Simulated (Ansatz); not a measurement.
Coupled-cluster diagnostics for [AlF4]- (AlF₄⁻), Ansatz.

Geometry of the singlet (r2SCAN-D4/def2-SVPD):

```csv
atom,x (Å),y (Å),z (Å)
Al1,0.000,0.000,0.000
F2,1.020,-0.549,1.261
F3,-1.349,0.814,0.671
F4,-0.541,-1.339,-0.920
F5,0.870,1.073,-1.012
```

Correlated methods freeze 9 core orbitals.

Estimate the CCSD(T) correlation energy, the shares of MP2 and (T), T1 and the reference's ⟨S²⟩ for: charge -1, singlet, own geometry in def2-TZVPPD; and the rough time on 4 threads of Arm Neoverse V2 on a shared host.


| state | basis | correlation (eV) | MP2 share (%) | (T) share (%) | T1 | ⟨S²⟩ (pure) | wall time |
| --- | --- | --- | --- | --- | --- | --- | --- |
| charge -1, singlet, own geometry | def2-TZVPPD | -30.967 | 97.6 | 2.8 | 0.013 | 0.00 (0.00) | 26 s |
Customary marks for T1 are 0.02 (closed shells), 0.045 (open shells) and about 0.05 (3d metals). T1 stays under 0.02 throughout.
